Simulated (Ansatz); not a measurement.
Compare A (`F[SiH2][AlH][GeH3]`) with its isomer B (`F[SiH]([AlH2])[GeH3]`).

Gas-phase electronic energies from Ansatz, PBE0-D4/def2-TZVP geometries. CCSD(T)/CBS adds triple-zeta CCSD(T) − MP2 to the extrapolated MP2 energy (def2 sets, frozen cores). Functionals use def2-TZVPP. B3LYP here is the variant with VWN-RPA as its local correlation; programs differ in this. For Ge outer-core shells are correlated without core-valence functions, which leaves a few kJ/mol of doubt a bond. Scalar relativity is left out up to krypton. One conformer a species, not always the lowest.

Problem. Which isomer does CCSD(T)/CBS put lower? Give the gap. (Estimate.)

Solution. Ansatz gave: A, by 3.8 kcal/mol.

Problem. Give E(B) − E(A) in kcal/mol with B3LYP-D4, r2SCAN-D4, HF/def2-TZVPP, B2PLYP, MP2/def2-TZVPP, CCSD/def2-TZVPP, CCSD(T)/def2-TZVPP. (Best estimate.)

Solution. Ansatz gave: B3LYP-D4 3.2, r2SCAN-D4 3.4, HF/def2-TZVPP 4.4, B2PLYP 3.8, MP2/def2-TZVPP 3.7, CCSD/def2-TZVPP 4.1, CCSD(T)/def2-TZVPP 4.0. None reverses the order clearly.

Largest T1 diagnostic: 0.012.

The D4 term adds −0.8 kcal/mol with B3LYP and −0.4 kcal/mol with PBE0; it sums over pairs of atoms, weighted by their polarisabilities, and B3LYP, whose exchange is more repulsive, gets the larger term.
